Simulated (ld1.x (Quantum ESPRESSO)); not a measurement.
**Plane-wave convergence, PAW potential for B (Z = 5)**

* Element: B
* Generator: ld1.x (Quantum ESPRESSO) 7.5
* Type: PAW
* Functional: PBEsol
* Relativity: scalar-relativistic
* Frozen core: [He]
* Valence charge: 3
* Reference configuration: 2s2 2p1
* Partial waves: 2s (bound): rcut 0.95, rcutus 1.20 bohr; 2s channel at -0.35 Ry: rcut 0.95, rcutus 1.20 bohr; 2p (bound): rcut 2.75, rcutus 3.15 bohr; 2p channel at 1.1 Ry: rcut 2.75, rcutus 3.15 bohr; 3d channel at 0.3 Ry: rc 3.40 bohr
* Local potential: the d channel
* Core correction: Bessel-smoothed model core inside 1.00 bohr
* Augmentation charge: BESSEL, radius 0.80 bohr

The pseudo-atom Hamiltonian at the reference potential is diagonalised in spherical Bessel functions j_l(qr) that vanish at 20 bohr, with q² up to the cutoff. All-electron valence levels (Ry): 2s -0.6880, 2p -0.2613.

Q: How do the lowest levels (Ry) of each channel move with the cutoff, and are there ghosts?

A:

```json
{"cutoff (Ry)": "8", "s #1": "-0.6519", "s #2": "-0.0065", "p #1": "-0.2613", "p #2": "0.0307", "d #1": "0.0669", "d #2": "0.1631", "f #1": "0.1132", "Σ f·Δε (mRy)": "72.5"}
{"cutoff (Ry)": "10", "s #1": "-0.6620", "s #2": "-0.0070", "p #1": "-0.2613", "p #2": "0.0307", "d #1": "0.0669", "d #2": "0.1631", "f #1": "0.1132", "Σ f·Δε (mRy)": "52.3"}
{"cutoff (Ry)": "15", "s #1": "-0.6782", "s #2": "-0.0080", "p #1": "-0.2614", "p #2": "0.0307", "d #1": "0.0669", "d #2": "0.1631", "f #1": "0.1132", "Σ f·Δε (mRy)": "19.8"}
{"cutoff (Ry)": "18", "s #1": "-0.6845", "s #2": "-0.0083", "p #1": "-0.2614", "p #2": "0.0306", "d #1": "0.0669", "d #2": "0.1631", "f #1": "0.1132", "Σ f·Δε (mRy)": "7.2"}
{"cutoff (Ry)": "21", "s #1": "-0.6865", "s #2": "-0.0084", "p #1": "-0.2614", "p #2": "0.0306", "d #1": "0.0669", "d #2": "0.1631", "f #1": "0.1132", "Σ f·Δε (mRy)": "3.1"}
{"cutoff (Ry)": "25", "s #1": "-0.6875", "s #2": "-0.0085", "p #1": "-0.2614", "p #2": "0.0306", "d #1": "0.0669", "d #2": "0.1631", "f #1": "0.1132", "Σ f·Δε (mRy)": "1.2"}
{"cutoff (Ry)": "35", "s #1": "-0.6880", "s #2": "-0.0085", "p #1": "-0.2614", "p #2": "0.0306", "d #1": "0.0669", "d #2": "0.1631", "f #1": "0.1132", "Σ f·Δε (mRy)": "0.2"}
{"cutoff (Ry)": "40", "s #1": "-0.6880", "s #2": "-0.0085", "p #1": "-0.2614", "p #2": "0.0306", "d #1": "0.0669", "d #2": "0.1631", "f #1": "0.1132", "Σ f·Δε (mRy)": "0.2"}
{"cutoff (Ry)": "400", "s #1": "-0.6881", "s #2": "-0.0085", "p #1": "-0.2614", "p #2": "0.0306", "d #1": "0.0669", "d #2": "0.1631", "f #1": "0.1132", "Σ f·Δε (mRy)": "0.0"}
```

Result: no extra level below or beside the all-electron valence levels (s, p, d, f tested); 10 mRy is reached at 18 Ry and 1 mRy at 30 Ry.

Test run stopped at test 1 of 7 (negative rho).
